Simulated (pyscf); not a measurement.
Structures and frequencies: ωB97X-D3(BJ)/def2-SVP in PySCF.

SMILES: [CH3][Al]([CH3])[O][Sc]([OH])[OH]
```xyz
15

C     -1.2280     0.5377    -2.8960
Al    -0.1523     0.8329    -1.2857
C      0.0179     2.6226    -0.5087
O      0.6542    -0.4854    -0.5626
Sc     1.4875    -1.9662     0.2604
O      0.5556    -2.8811     1.5940
O      3.1927    -2.4896    -0.2725
H     -2.0877     1.2268    -2.9552
H     -0.6180     0.7198    -3.7999
H     -1.6099    -0.4939    -2.9710
H      0.1758     3.3909    -1.2855
H      0.8404     2.7007     0.2208
H     -0.9132     2.9024     0.0172
H      0.3357    -3.5201     2.2723
H      4.0649    -2.6928    -0.6103
```

**Question.** How much does it cost (ΔH, 298 K, ωB97M-D3(BJ)/def2-TZVP) to split H₃C–Al(CH₃)–O–Sc(OH)–OH at its Al–O bond into [H₃C–Al–CH₃]• + [O–Sc(OH)–OH]•?

**Answer.** Al–O to [H₃C–Al–CH₃]• + [O–Sc(OH)–OH]•: 6.02 eV. The 7 functionals that were run give +5.68 (PBE) to +6.04 eV (M06-2X). The radicals are drawn with the spin at the cut bond; how far it spreads was not checked. Other isomers of [H₃C–Al–CH₃]•, [O–Sc(OH)–OH]• were not searched in full and may lie lower. Open-shell species with a d-block atom are single-reference here; other states, and whether the spin sits on metal or ligand, were not checked.
